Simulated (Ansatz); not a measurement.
`[SiH3]C1CB1Cl`. Charge 0, multiplicity 1.

```xyz
11

Si    1.0433   -1.1867   -0.1181
C    -0.2632    0.0482   -0.5741
C    -1.2272    0.5498    0.5658
B    -0.2030    1.4669   -0.0629
Cl    0.4953    3.0280   -0.1941
H     2.1277   -1.2130   -1.1346
H     0.4734   -2.5560    0.0083
H     1.6224   -0.8019    1.1985
H    -0.7113   -0.1205   -1.5528
H    -1.0798    0.1225    1.5541
H    -2.2775    0.6627    0.3099
```

Task: Give the diagnostics of a CCSD(T)/def2-TZVPP run (frozen core, Ansatz). (An estimate is asked.)

Result: Ansatz gave: T1 = 0.0115, largest single amplitude 0.025, largest double 0.023, (T) share of the correlation energy 4.2 %, 9 CCSD cycles. The RHF solution is stable towards an unrestricted one. T1 lies under the customary mark of 0.02 for closed shells.
